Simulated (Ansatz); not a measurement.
Problem. Predict a relaxed structure of MnBr2, charge 0, sextet, at B3LYP-D4/def2-TZVP (Ansatz).

Solution. 
```xyz
3

Mn    0.0010    0.0011   -0.0012
Br   -1.6005   -0.4071   -1.6548
Br    1.5995    0.4060    1.6560
```
Point group D∞h (tolerance 0.1 Å). The metal has 2 neighbours: Br 2.34 Å, Br 2.34 Å. This is one stationary point.

The relaxation made no stability test and no search for a lower SCF solution.
